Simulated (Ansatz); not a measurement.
One change: `SCO[SiH2]S` becomes `[AlH2][O][SiH2]S`.

Ansatz, PBE0-D4/def2-TZVP geometries, multiplicity 1. Each molecule was computed in one conformer, which needn't be the lowest.

```csv
property,`SCO[SiH2]S`
HOMO energy (ωB97M-V/def2-TZVPP) / eV,-9.45
size of the dipole moment (B3LYP/def2-TZVPP) / D,0.87
HOMO energy (PBE/def2-TZVPP) / eV,-5.94
HOMO–LUMO gap (ωB97M-V/def2-TZVPP) / eV,11.33
HOMO–LUMO gap (PBE/def2-TZVPP) / eV,5.19
LUMO energy (PBE0/def2-TZVPP) / eV,0.15
```

Task: Give the same properties after the change, and the shifts. (Estimate.)

Result: Computed: 
```tsv
property	`[AlH2][O][SiH2]S`	shift
HOMO energy (ωB97M-V/def2-TZVPP) / eV	-9.81	-0.36
size of the dipole moment (B3LYP/def2-TZVPP) / D	1.23	0.36
HOMO energy (PBE/def2-TZVPP) / eV	-6.37	-0.43
HOMO–LUMO gap (ωB97M-V/def2-TZVPP) / eV	10.13	-1.20
HOMO–LUMO gap (PBE/def2-TZVPP) / eV	4.33	-0.86
LUMO energy (PBE0/def2-TZVPP) / eV	-1.25	-1.40
```

With PBE0 the HOMO falls by 0.40 eV and the LUMO falls by 1.40 eV, so the gap narrows by about 1.00 eV. PBE moves the HOMO by -0.43 eV and ωB97M-V by -0.36 eV. Dipoles are sizes alone; their direction can turn.

B3LYP here is the variant with VWN-RPA as its local correlation; programs differ in this.
